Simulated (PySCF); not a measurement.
# Broadened absorption spectrum of C7H4F2O

C₇H₄F₂O.
InChI=1S/C7H4F2O/c1-2-6-5(7(8)9)3-4-10-6/h1,3-4,7H

Computed with TDDFT PBE0/def2-SVPD, vertical, gas phase, core orbitals frozen in the response in PySCF 2.14.0, density-fitted response routines. The structure is a single GFN2-xTB conformer in the gas phase; no vibrational or solvent corrections. Torsions of this conformer, `[CH:1]#[C:2][c:3]1[o:4][cH:5][cH:6][c:7]1[CH:8]([F:9])[F:10]`: C6–C7–C8–F9 -62°.

Computed states:

```tsv
state	E (eV)	f
S1	5.10	0.358
S2	5.44	0.0003
S3	5.83	0.0001
S4	6.20	0.0034
S5	6.64	0.015
S6	6.90	0.137
```

Broadening: Gaussians 0.3 eV wide at half height, area fixed by f = 4.319×10⁻⁹ ∫ε dν̃. The cross-section is σ = 3.8235×10⁻²¹ ε cm², given in Mb (10⁻¹⁸ cm²). The width is an assumption, not a result. The curve ends short of the highest state used, and states not computed would add to its high-energy end.

Task: Give the broadened spectrum and its maxima.

Result: 
```json
{"λ (nm)": "196.9", "σ (Mb)": "1.02"}
{"λ (nm)": "199.3", "σ (Mb)": "1.18"}
{"λ (nm)": "201.7", "σ (Mb)": "1.06"}
{"λ (nm)": "204.1", "σ (Mb)": "0.71"}
{"λ (nm)": "206.6", "σ (Mb)": "0.34"}
{"λ (nm)": "209.0", "σ (Mb)": "0.14"}
{"λ (nm)": "211.4", "σ (Mb)": "0.05"}
{"λ (nm)": "213.8", "σ (Mb)": "0.03"}
{"λ (nm)": "216.2", "σ (Mb)": "0.02"}
{"λ (nm)": "218.6", "σ (Mb)": "0.03"}
{"λ (nm)": "221.0", "σ (Mb)": "0.08"}
{"λ (nm)": "223.4", "σ (Mb)": "0.29"}
{"λ (nm)": "225.8", "σ (Mb)": "1.11"}
{"λ (nm)": "228.3", "σ (Mb)": "4.04"}
{"λ (nm)": "230.7", "σ (Mb)": "11.54"}
{"λ (nm)": "233.1", "σ (Mb)": "26.91"}
{"λ (nm)": "235.5", "σ (Mb)": "51.57"}
{"λ (nm)": "237.9", "σ (Mb)": "81.89"}
{"λ (nm)": "240.3", "σ (Mb)": "108.88"}
{"λ (nm)": "242.7", "σ (Mb)": "122.44"}
{"λ (nm)": "245.1", "σ (Mb)": "117.56"}
{"λ (nm)": "247.5", "σ (Mb)": "97.26"}
{"λ (nm)": "249.9", "σ (Mb)": "69.93"}
{"λ (nm)": "252.4", "σ (Mb)": "43.09"}
{"λ (nm)": "254.8", "σ (Mb)": "23.84"}
{"λ (nm)": "257.2", "σ (Mb)": "11.73"}
{"λ (nm)": "259.6", "σ (Mb)": "5.17"}
{"λ (nm)": "262.0", "σ (Mb)": "2.05"}
{"λ (nm)": "264.4", "σ (Mb)": "0.74"}
{"λ (nm)": "266.8", "σ (Mb)": "0.24"}
```

Maxima: 243 nm (5.10 eV), ε about 32000, made up of S1 (100%); 200 nm (6.21 eV), ε about 310, made up of S4 (99%) (ε in L mol⁻¹ cm⁻¹; maxima over ε = 5, shares over 10%).

Task: What would ε be at 5.10 eV, the highest of these maxima, with half the width (0.15 eV)?

Result: About 64200 L mol⁻¹ cm⁻¹ against 32200, a factor of about 2.00; a lone state at its own centre would give exactly 2.

Task: Does any computed singlet lie in the visible range?

Result: No computed singlet lies in the visible range (380 to 750 nm); the lowest, at 243 nm, stands 1.83 eV above its violet end (3.26 eV); a Tamm–Dancoff triplet lies at 380 nm, without intensity as long as spin–orbit coupling is left out.

Task: On this curve, what absorbance would a 10⁻⁴ mol/L sample give at 266 nm over a 1 cm path?

Result: 266 nm is 4.661 eV, where ε is about 93 L mol⁻¹ cm⁻¹, so A = ε c l ≈ 0.0093 (Beer–Lambert, with the gas-phase spectrum and the assumed width).

On one thread of an Arm Neoverse V1, no GPU, shared host with 32 logical CPUs at a one-minute load of 13, this took 50 s and 0.94 GiB of memory at its peak.
